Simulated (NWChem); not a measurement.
# MgH2S2; SMILES [SH][Mg][SH]

```xyz
5

Mg     0.0208     0.0002    -0.0056
S      0.0498     2.3074    -0.0273
H     -0.9277     2.4038     0.9037
S      0.0490    -2.3070     0.0328
H     -0.9024    -2.4111    -0.9239
```
Atoms are numbered in this order, from 1.

Program: NWChem. Pople sets run with spherical d functions. Medium grid unless said otherwise, to which SCAN and Minnesota functionals are sensitive. All runs use the structure optimised with PBE0/def2-SVP. Hybrids' shares of exact exchange are those that their runs print; pure functionals count as 0. The functionals differ in more than this share.

```csv
row,share of exact exchange,highest occupied level (eV)
PBE/6-31G*,0.00,-6.00
HCTH/407/6-31G*,0.00,-6.12
B3LYP/6-31G*,0.20,withheld
PBE0/6-31G*,0.25,-7.21
r2SCAN0/6-31G*,0.25,-7.40
M06/6-31G*,0.27,-7.11
PW6B95/6-31G*,0.28,-7.23
MPW1K/6-31G*,0.43,-8.11
```

Task: Fit a straight line of the last column on the one before it, predict the withheld value, and compare with the run.

Result: 
1. Means of the 7 shown rows: x = 0.211, y = -7.026. Slope Σ(x − x̄)(y − ȳ)/Σ(x − x̄)² = -0.6858/0.1483 = -4.625; intercept -6.048.
2. The shown rows scatter about the line by 0.119 (root mean square); the largest residual is -0.20, at r2SCAN0/6-31G*.
3. At x = 0.20 (B3LYP/6-31G*; inside the shown range) the line gives -6.97.
4. The run gives -6.92, +0.05 from the line, 0.4 times the scatter.
